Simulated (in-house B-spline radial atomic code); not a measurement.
Ionisation energies along the 27-electron series, configuration 1s2 2s2 2p6 3s2 3p6 3d3/2(4) 3d5/2(5), as differences of self-consistent energies. Dirac energy differences include first-order Breit, QED and recoil terms. NIST's values go from ground level to ground level; the uncertainty of those that are theory runs from under 0.1 % in few-electron ions to several per cent in heavy many-electron ones. Computed with a radial B-spline atomic code at the basis-set limit: Dirac-Hartree-Fock, jj configuration that fills j = l - 1/2 first, finite nuclei.

A number in brackets counts the electrons of a j subshell.

```csv
ion,configuration after,ionisation energy (eV),IE/(q+1)² (eV),-ε less Coulomb ΔSCF (eV),Breit and QED recoil part (eV),tabulated value (eV),computed minus tabulated (eV)
Sr11+,[Ar] 3d3/2(4) 3d5/2(4),365.3,2.5369,3.5679,-0.017055,362,3.3
Zr13+,[Ar] 3d3/2(4) 3d5/2(4),473.6,2.4165,3.5655,-0.04611,470,3.6
Nb14+,[Ar] 3d3/2(4) 3d5/2(4),532.4,2.3663,3.5652,-0.064125,530,2.4
Mo15+,[Ar] 3d3/2(4) 3d5/2(4),594.3,2.3214,3.5653,-0.084616,591,3.3
Tc16+,[Ar] 3d3/2(4) 3d5/2(4),659.2,2.281,3.5656,-0.10773,655,4.2
Ru17+,[Ar] 3d3/2(4) 3d5/2(4),727.2,2.2444,3.5661,-0.13354,723,4.2
Rh18+,[Ar] 3d3/2(4) 3d5/2(4),798.2,2.2112,3.5668,-0.1622,794,4.2
Pd19+,[Ar] 3d3/2(4) 3d5/2(4),872.4,2.1809,3.5675,-0.19382,869,3.4
Ag20+,[Ar] 3d3/2(4) 3d5/2(4),949.5,2.1531,3.5682,-0.22852,946,3.5
Cd21+,[Ar] 3d3/2(4) 3d5/2(4),1029.7,2.1275,3.569,-0.26638,1026,3.7
In22+,[Ar] 3d3/2(4) 3d5/2(4),1112.9,2.1038,3.5698,-0.3076,1109,3.9
Sn23+,[Ar] 3d3/2(4) 3d5/2(4),1199.2,2.0819,3.5706,-0.35223,1195,4.2
Sb24+,[Ar] 3d3/2(4) 3d5/2(4),1288.5,2.0616,3.5714,-0.40045,1285,3.5
Te25+,[Ar] 3d3/2(4) 3d5/2(4),1380.8,2.0427,3.5721,-0.4523,1377,3.8
I26+,[Ar] 3d3/2(4) 3d5/2(4),1476.2,2.025,3.5728,-0.50803,1472,4.2
Xe27+,[Ar] 3d3/2(4) 3d5/2(4),1574.6,2.0084,3.5735,-0.56762,1571,3.6
Cs28+,[Ar] 3d3/2(4) 3d5/2(4),1676.1,1.9929,3.5741,-0.6313,1672,4.1
Ba29+,[Ar] 3d3/2(4) 3d5/2(4),1780.5,1.9784,3.5747,-0.69911,1776,4.5
La30+,[Ar] 3d3/2(4) 3d5/2(4),1888.0,1.9647,3.5753,-0.77125,1884,4.0
```
